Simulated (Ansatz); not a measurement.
Relaxation of ClGaH₆N₂ (10 atoms, charge 0, multiplicity 1), to a largest force component of 0.03 eV/Å in at most 50 steps.

Method: RKS B3LYP-D4/def2-SVP (Ansatz 0.2.0).

```xyz
10
Properties=species:S:1:pos:R:3:forces:R:3
Ga 0.059 -0.134 0.165 -0.02 -0.08 1.04
N 0.005 -0.139 2.058 0.08 -0.23 -1.00
H -0.872 -0.490 2.439 0.00 0.00 0.01
H 0.777 -0.614 2.525 -0.01 0.00 -0.01
N 1.569 -0.055 -0.822 -0.05 -0.02 -0.05
H 2.499 0.055 -0.439 0.07 0.01 0.04
H 1.550 0.058 -1.829 -0.01 0.00 0.01
Cl -1.824 -0.180 -0.901 -0.01 0.00 0.00
H -0.430 2.495 0.899 -0.31 1.28 -1.28
H -0.313 2.016 1.425 0.25 -0.96 1.23
```

Q: Where does it end, and by what steps?

A: The run converged. The force dipped under the threshold on the way, but the program's further checks kept it going. After 20 steps the energy has fallen by 0.166 eV; H9 moved furthest, 1.39 Å.

| step | energy less start (eV) | largest force component (eV/Å) | accepted |
| --- | --- | --- | --- |
| 0 | 0.0000 | 1.278 | yes |
| 1 | -0.1109 | 0.601 | yes |
| 2 | -0.1335 | 0.177 | yes |
| 3 | -0.1219 | 0.944 | no |
| 4 | -0.1418 | 0.374 | yes |
| 5 | -0.1475 | 0.157 | yes |
| 6 | -0.1500 | 0.072 | yes |
| 7 | -0.1525 | 0.051 | yes |
| 8 | -0.1480 | 0.676 | no |
| 9 | -0.1551 | 0.009 | yes |
| 10 | -0.1566 | 0.146 | yes |
| 11 | -0.1567 | 0.404 | yes |
| 12 | -0.1594 | 0.250 | yes |
| 13 | -0.1620 | 0.006 | yes |
| 14 | -0.1638 | 0.067 | yes |
| 15 | -0.1647 | 0.137 | yes |
| 16 | -0.1653 | 0.128 | yes |
| 17 | -0.1660 | 0.078 | yes |
| 18 | -0.1662 | 0.060 | yes |
| 19 | -0.1663 | 0.048 | yes |
| 20 | -0.1664 | 0.016 | yes |

```xyz
10
Properties=species:S:1:pos:R:3
Ga 0.103 -0.441 -0.061
N -0.079 -0.072 1.709
H -0.943 -0.292 2.193
H 0.710 -0.044 2.346
N 1.663 -0.412 -0.977
H 2.522 -0.028 -0.598
H 1.676 -0.446 -1.989
Cl -1.697 -0.932 -1.155
H -0.509 3.214 2.087
H -0.425 2.465 1.965
```

Whether the end is a true minimum wasn't checked by a vibrational analysis.

Run time: 35 s on 4 threads of Arm Neoverse V2 (shared host), peak memory 0.26 GiB.
